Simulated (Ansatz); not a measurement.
Consider the substitution at a C–Si bond: `C[Si@@H]1[SiH2][Si@@H]1Cl` + `C[S][Sn][SH]` → `C[S][Sn][S]C` + `Cl[SiH]1[SiH2][SiH2]1`.

Gas-phase electronic energies from Ansatz, PBE0-D4/def2-TZVP geometries. CCSD(T)/CBS is the MP2 limit (def2-TZVPP, def2-QZVPP) plus CCSD(T) − MP2 in def2-TZVPP, frozen cores. DFT in def2-TZVPP. Elements past krypton have def2 core potentials. For Sn outer-core shells are correlated without core-valence functions, which leaves a few kJ/mol of doubt a bond. One conformer a species, not always the lowest.

`C[Si@@H]1[SiH2][Si@@H]1Cl`:

Cartesian coordinates in Å:
```
C 0.186 -1.628 -1.220
Si 0.228 -0.722 0.418
Si -1.351 0.957 0.861
Si 0.894 1.500 0.575
Cl 1.421 2.529 -1.134
H -0.082 -0.939 -2.023
H 1.167 -2.053 -1.444
H -0.549 -2.435 -1.195
H 0.633 -1.566 1.575
H -2.052 1.094 2.164
H -2.217 1.306 -0.295
H 1.721 1.958 1.718
```

`C[S][Sn][SH]`:

Cartesian coordinates in Å:
```
C 0.840 0.015 1.078
S -0.795 -0.672 1.448
Sn -2.100 -0.600 -0.582
S -0.347 0.395 -1.954
H 0.762 1.050 0.744
H 1.419 -0.020 2.000
H 1.347 -0.574 0.314
H -1.126 0.407 -3.049
```

`C[S][Sn][S]C`:

```xyz
11

C    -0.199    0.535   -1.562
S     1.505    1.069   -1.232
Sn    1.679    1.807    1.080
S    -0.056    0.490    2.163
C    -0.289   -1.061    1.248
H    -0.871    0.832   -0.758
H    -0.240   -0.545   -1.694
H    -0.514    1.019   -2.487
H    -0.276   -1.870    1.978
H    -1.250   -1.059    0.736
H     0.511   -1.219    0.526
```

`Cl[SiH]1[SiH2][SiH2]1`:

Cartesian coordinates in Å:
```
Cl 2.256 -0.515 1.922
Si 1.181 0.357 0.402
Si -0.152 -0.870 -1.050
Si -1.124 0.616 0.490
H 1.946 1.477 -0.198
H -0.399 -2.298 -0.728
H -0.104 -0.603 -2.509
H -1.858 -0.066 1.585
H -1.747 1.902 0.087
```

```tsv
level	ΔE (kcal/mol)
PBE	17.9
CCSD/CBS(def2)	18.6
```

Task: What does CCSD(T)/CBS give? (Best estimate.)

Result: The calculation gave: +18.2 kcal/mol. The listed levels differ from it by -0.3, 0.4 kcal/mol.

Largest T1 diagnostic among the species: 0.016.

From PBE to PBE0 (25 % exact exchange), in def2-TZVPP and without D4, ΔE moves by +0.8 kcal/mol.
